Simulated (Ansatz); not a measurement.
## Scan of the Cl1–Cd2 bond length

CdCl$_{2}$ (SMILES [Cl][Cd][Cl]), singlet, at its PBE0-D4/def2-TZVP minimum:

```tsv
atom	x (Å)	y (Å)	z (Å)
Cl1	1.5279	1.3290	0.9735
Cd2	-0.0038	-0.0214	-0.0045
Cl3	-1.5350	-1.3725	-0.9823
```

The bond length Cl1–Cd2 (2.264 Å at the minimum) is set to the values below, the two halves moving rigidly along the bond. Each method's energies count from its own value at the PBE0-D4 minimum structure. Ansatz 0.2.0; basis: def2-TZVPP; cores frozen in the correlated methods. Filled d shells of the heavier atoms are correlated. Core potentials replace the inner electrons of the atoms past krypton.

CCSD(T) energies along the scan:
| bond length (Å) | CCSD(T) (kJ/mol) |
| --- | --- |
| 1.857 | 220.6 |
| 1.952 | 110.6 |
| 2.092 | 26.9 |
| 2.255 | 0.1 |
| 2.436 | 16.2 |
| 2.631 | 57.9 |
| 2.838 | 111.4 |
| 3.056 | 168.1 |
| 3.283 | 221.8 |
They count from the CCSD(T) energy at the PBE0-D4 minimum.

Largest difference from the CCSD(T) curve over the scan: r2SCAN-D4 9.6; PBE0-D4 7.0; wB97M-V 9.0; HF 40.4 kJ/mol. Each curve counts from its own value at the minimum.

T1 diagnostic: at most 0.024. The restricted Hartree–Fock reference is unstable towards an unrestricted one here.

For scale, one of the runs: CCSD(T)/def2-TZVPP, 140 basis functions (an equivalent command: `ansatz run in.yaml --threads 2`). Time: 18 s of wall clock on 2 CPU threads; the host was shared. Peak host memory: 0.68 GiB.
